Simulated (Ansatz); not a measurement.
Consider the formal exchange of groups at a Ge–N bond: `C[NH][GeH2][F]` + `C#C` → `C#[C][GeH2][F]` + CH₃NH₂.

Calculated with Ansatz (gas phase, PBE0-D4/def2-TZVP geometries, no zero-point term in ΔE). CCSD(T)/CBS adds triple-zeta CCSD(T) − MP2 to the extrapolated MP2 energy (def2 sets, frozen cores). This one scheme is used for every species. Functionals use def2-TZVPP. For Ge outer-core shells are correlated without core-valence functions, which leaves a few kJ/mol of doubt a bond. Scalar relativity is left out up to krypton. Each species was taken in one conformer, which may not be the lowest.

| species | PBE-D4 energy (Eh) |
| --- | --- |
| `C[NH][GeH2][F]` | -2272.90394 |
| `C#C` | -77.25308 |
| `C#[C][GeH2][F]` | -2254.38616 |
| CH₃NH₂ | -95.76915 |

(1) Work out ΔE.

Largest T1 diagnostic among the species: 0.013.

Results:

(1) ΔE = (-2254.38616) + (-95.76915) − (-2272.90394) − (-77.25308) = 0.00171 Eh = +4.5 kJ/mol. CCSD(T)/CBS gives +7.4 kJ/mol.

The D4 term adds +3.3 kJ/mol with B3LYP and +1.8 kJ/mol with PBE0; it sums over pairs of atoms, weighted by their polarisabilities, and B3LYP, whose exchange is more repulsive, gets the larger term. Leaving LDA and LC-ωPBE aside and taking each functional with its dispersion term where it has one, the values, not all of them listed here, spread over 7.5 kJ/mol, from B97M-V to CAM-B3LYP-D4. LDA lies +8.6 kJ/mol from PBE without D4.

B3LYP here is the variant with VWN-RPA as its local correlation; programs differ in this.
